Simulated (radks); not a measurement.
Values are calculated unless marked as measured or tabulated.
Valence configurations of Li I (all share [He]). Level of theory: scalar-relativistic Kohn-Sham, r2SCAN, spin-polarised, spherical densities, finite nucleus; open shells are filled with parallel spins first; meta-GGA in the generalised Kohn-Sham scheme; Fermi nuclear charge, rms radius 2.444 fm (a radial shooting solver on a logarithmic mesh with Libxc functionals). Order these by energy: 2p1; 2s0.5 2p0.5; 2s1.

Answer. From the lowest, in eV above it: 2s1 0.000; 2s0.5 2p0.5 1.026; 2p1 2.027. NIST lists [He] 2s1 as the ground configuration; this level of theory agrees among the configurations tried. The energies are those of spherical high-spin densities, not of single terms.
